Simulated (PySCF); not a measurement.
# Electron correlation in Cr²⁺ (chromium, charge +2)

[Ar] 3d3 4p1, one real determinant (an excited configuration). Computed with PySCF 2.14 in x2c-QZVPPall with one added diffuse shell each of s, p, d, f, g type (12s8p6d4f3g, 121 functions), with scalar relativity by spin-free X2C-1e. Frozen: [Ar]; 4 electrons correlated.

MP2 pair energies summed by pair of shells (mhartree):

| pair | energy | share (%) |
| --- | --- | --- |
| 3d-3d | -18.72 | 72.7 |
| 3d-4p | -7.02 | 27.3 |

Total MP2 correlation energy: -25.75 mhartree.

Same-spin part -25.75 and opposite-spin part 0.00 mhartree; SCS-MP2 scales them by 1/3 and 6/5 to -8.58 mhartree.

The reference is one real determinant that mixes LS terms of this configuration.
